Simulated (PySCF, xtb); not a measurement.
Sn(OH)3 (H₃O₃Sn), SMILES [OH][Sn+]([OH])[OH], charge +1. One conformer was computed; it need not be the lowest.

Harmonic wavenumbers (cm⁻¹) from xtb 6.7.1 with GFN2-xTB at its own minimum, in rising order: 78, 113, 134, 164, 288, 321, 441, 591, 612, 765, 807, 879, 3304, 3354, 3428.

### Question
What does PBE0-D3(BJ)/def2-SVP (PySCF 2.14.0) give at its own minimum? (Estimate from the structure and the level; the computed values follow.)

### Answer
140, 143, 147, 243, 307, 348, 645, 708, 714, 847, 888, 921, 3794, 3802, 3813. Paired by order, the mean absolute difference is 145 cm⁻¹ and the zero-point energies are 21.8 and 25.0 kcal/mol.
